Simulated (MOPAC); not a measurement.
Job for MOPAC: PM3 on H4OSi (SMILES O[SiH3]).

```
PM3 1SCF PRECISE CHARGE=0 THREADS=1
H4OSi

O      0.41415649 1     0.49281821 1     2.69080823 1
Si    -0.09076068 1     0.12681566 1     4.23551692 1
H      1.09887725 1     1.15488645 1     2.56405945 1
H      1.03795800 1    -0.38051467 1     5.04901101 1
H     -1.12040152 1    -0.91284549 1     4.06364915 1
H     -0.65775792 1     1.32434713 1     4.89702187 1
```

Output:

```
*******************************************************************************
 **                                                                           **
 **                              MOPAC v23.2.5                                **
 **                                                                           **
 *******************************************************************************
 ** MOPAC's Digital Object Identifier: https://doi.org/10.5281/zenodo.6511958 **
 **                                                                           **
 ** Please cite the open-source release paper for use of this MOPAC version:  **
 ** J. E. Moussa and J. J. P. Stewart (2026)                                  **
 ** MOPAC: An open-source semiempirical molecular orbital program             **
 ** J. Open Source Softw., 11(119), 8025, https://doi.org/10.21105/joss.08025 **
 *******************************************************************************

                              PM3 CALCULATION RESULTS

 *******************************************************************************
 *  PM3        - The PM3 Hamiltonian to be used
 *
 *
 *
 *                 CHARGE ON SYSTEM = 0
 *
 *
 *
 *  PRECISE    - TIGHTER CRITERIA TO BE USED
 *  1SCF       - DO 1 SCF AND THEN STOP
 *  THREADS=1  - MULTI-THREADING NOT USED
 *  T=         - A TIME OF 172800.0 SECONDS REQUESTED
 *  DUMP=N     - RESTART FILE WRITTEN EVERY 7200.0 SECONDS REQUESTED
 *******************************************************************************
PM3 1SCF PRECISE CHARGE=0 THREADS=1
 H4OSi

   ATOM   CHEMICAL          X               Y               Z
  NUMBER   SYMBOL      (ANGSTROMS)     (ANGSTROMS)     (ANGSTROMS)

     1       O          0.41415649  *   0.49281821  *   2.69080823  *
     2      Si         -0.09076068  *   0.12681566  *   4.23551692  *
     3       H          1.09887725  *   1.15488645  *   2.56405945  *
     4       H          1.03795800  *  -0.38051467  *   5.04901101  *
     5       H         -1.12040152  *  -0.91284549  *   4.06364915  *
     6       H         -0.65775792  *   1.32434713  *   4.89702187  *



          CARTESIAN COORDINATES

    NO.       ATOM           X           Y           Z

     1         O          0.4142      0.4928      2.6908
     2        Si         -0.0908      0.1268      4.2355
     3         H          1.0989      1.1549      2.5641
     4         H          1.0380     -0.3805      5.0490
     5         H         -1.1204     -0.9128      4.0636
     6         H         -0.6578      1.3243      4.8970

  H: (PM3): J. J. P. STEWART, J. COMP. CHEM. 10, 209 (1989).
  O: (PM3): J. J. P. STEWART, J. COMP. CHEM. 10, 209 (1989).
 Si: (PM3): J. J. P. STEWART, J. COMP. CHEM. 10, 209 (1989).

           Empirical Formula: H4 O Si  =     6 atoms



      MOLECULAR POINT GROUP   :   Cs


      RHF CALCULATION, NO. OF DOUBLY OCCUPIED LEVELS = 7


 -------------------------------------------------------------------------------
 PM3 1SCF PRECISE CHARGE=0 THREADS=1
 H4OSi



     1SCF WAS SPECIFIED, SO BFGS WAS NOT USED
     SCF FIELD WAS ACHIEVED


                              PM3 CALCULATION
                                                       MOPAC v23.2.5 Linux




          FINAL HEAT OF FORMATION =        -61.49047 KCAL/MOL =    -257.27612 KJ/MOL


          COSMO AREA              =         87.37 SQUARE ANGSTROMS
          COSMO VOLUME            =         73.76 CUBIC ANGSTROMS

          IONIZATION POTENTIAL    =         10.156603 EV
          HOMO LUMO ENERGIES (EV) =        -10.157  0.919
          NO. OF FILLED LEVELS    =          7
          MOLECULAR WEIGHT        =         48.1165         POINT GROUP:  Cs

          MOLECULAR DIMENSIONS (Angstroms)

            Atom       Atom       Distance
            H     5    H     3     3.38371
            H     4    H     6     2.40938
            O     1    H     4     1.97168


          SCF CALCULATIONS        =          1





   ATOM   CHEMICAL          X               Y               Z
  NUMBER   SYMBOL      (ANGSTROMS)     (ANGSTROMS)     (ANGSTROMS)

     1       O          0.41415649  *   0.49281821  *   2.69080823  *
     2      Si         -0.09076068  *   0.12681566  *   4.23551692  *
     3       H          1.09887725  *   1.15488645  *   2.56405945  *
     4       H          1.03795800  *  -0.38051467  *   5.04901101  *
     5       H         -1.12040152  *  -0.91284549  *   4.06364915  *
     6       H         -0.65775792  *   1.32434713  *   4.89702187  *

                             CARTESIAN COORDINATES

   1    O        0.414156490     0.492818210     2.690808230
   2   Si       -0.090760680     0.126815660     4.235516920
   3    H        1.098877250     1.154886450     2.564059450
   4    H        1.037958000    -0.380514670     5.049011010
   5    H       -1.120401520    -0.912845490     4.063649150
   6    H       -0.657757920     1.324347130     4.897021870


           Empirical Formula: H4 O Si  =     6 atoms



      MOLECULAR POINT GROUP   :   Cs


                  EIGENVALUES
 -35.51781 -17.19665 -15.52409 -13.36078 -12.74571 -10.79548 -10.15660   0.91937
   1.81427   2.42222   2.46800   5.49690


              NET ATOMIC CHARGES AND DIPOLE CONTRIBUTIONS

  ATOM NO.   TYPE          CHARGE      No. of ELECS.   s-Pop       p-Pop
    1          O          -0.493468        6.4935     1.75267     4.74080
    2         Si           0.695992        3.3040     0.90944     2.39457
    3          H           0.196787        0.8032     0.80321
    4          H          -0.145931        1.1459     1.14593
    5          H          -0.107501        1.1075     1.10750
    6          H          -0.145879        1.1459     1.14588
 DIPOLE           X         Y         Z       TOTAL
 POINT-CHG.     0.065     0.158     1.136     1.149
 HYBRID         0.516     0.494    -0.148     0.730
 SUM            0.581     0.652     0.988     1.319


          ATOMIC ORBITAL ELECTRON POPULATIONS

     Atom    s        px        py        pz
    1  O   1.75267   1.60572   1.63481   1.50027
    2 Si   0.90944   0.85101   0.85936   0.68420
    3  H   0.80321
    4  H   1.14593
    5  H   1.10750
    6  H   1.14588

 **********************
 *                    *
 * JOB ENDED NORMALLY *
 *                    *
 **********************




 == MOPAC DONE ==
```

The run finished.

Cost: about 0.04 core-seconds (a rough figure).
